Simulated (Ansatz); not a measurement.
Consider the redistribution: `[NH2][Y]([OH])[F]` + `FCC[SiH2]Cl` → `[OH][Y]([F])[Cl]` + `N[SiH2]CCF`.

Isolated molecules relaxed with PBE0-D4/def2-TZVP in Ansatz; ΔE leaves out vibrations. CCSD(T)/CBS adds triple-zeta CCSD(T) − MP2 to the extrapolated MP2 energy (def2 sets, frozen cores). Functionals use def2-TZVPP. def2 core potentials past Kr. For Y outer-core shells are correlated without core-valence functions, which leaves a few kJ/mol of doubt a bond. Each species was taken in one conformer, which may not be the lowest.

**Question.** Is it downhill or uphill in electronic energy at CCSD(T)/CBS, and by how much? (Estimate.)

**Answer.** Computed: Downhill: ΔE = -0.87 eV.

**Question.** What do these levels give: ωB97X-V, HF/def2-TZVPP, MP2/def2-TZVPP, CCSD/def2-TZVPP, CCSD(T)/def2-TZVPP, MP2/CBS(def2)? (An estimate is asked.)

**Answer.** Ansatz gave: ωB97X-V -0.89, HF/def2-TZVPP -1.10, MP2/def2-TZVPP -0.84, CCSD/def2-TZVPP -0.88, CCSD(T)/def2-TZVPP -0.86, MP2/CBS(def2) -0.85 eV.

Largest T1 diagnostic among the species: 0.014.

From PBE to PBE0 (25 % exact exchange), in def2-TZVPP and without D4, ΔE moves by −0.08 eV. In def2-TZVPP, CCSD(T) changes the Hartree–Fock value by +0.24 eV (the triples alone add +0.03 eV) and MP2 by +0.26 eV.
